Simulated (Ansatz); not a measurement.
The cluster Au₃O. Charge 0, multiplicity 2. Geometry r2SCAN-D4/def2-SVP, that of the charge +1 singlet; atoms count from 1.

Cartesian coordinates in Å:
```
Au -1.7121 -0.6384 -0.4093
Au 1.4643 -0.6576 -0.9618
Au 0.1661 1.6425 0.8812
O 0.0817 -0.3464 0.4899
```

In the def2 sets Au takes a core potential; there is no spin–orbit coupling. The structure comes from a short search, and lower isomers may exist.

Q: Estimate the Mulliken populations from the PBE0/def2-TZVP orbitals of Ansatz.

A: 
```json
{"atom": "Au1", "charge (e)": "0.24", "spin (α − β)": "0.28", "d electrons": "9.75"}
{"atom": "Au2", "charge (e)": "0.24", "spin (α − β)": "0.28", "d electrons": "9.75"}
{"atom": "Au3", "charge (e)": "0.24", "spin (α − β)": "0.28", "d electrons": "9.75"}
{"atom": "O4", "charge (e)": "-0.72", "spin (α − β)": "0.17", "d electrons": "–"}
```
Mulliken values depend strongly on the basis.

Q: Where does the spin sit?

A: Summed by element: Au 0.83, O 0.17, of 1 unpaired in all. Largest on single atoms: Au3 0.28, Au2 0.28, Au1 0.28.

Q: And the Mayer bond orders between heavy atoms (over 0.3)?

A: Au1–O4 0.62 (2.03 Å); Au2–O4 0.61 (2.03 Å); Au3–O4 0.61 (2.03 Å).
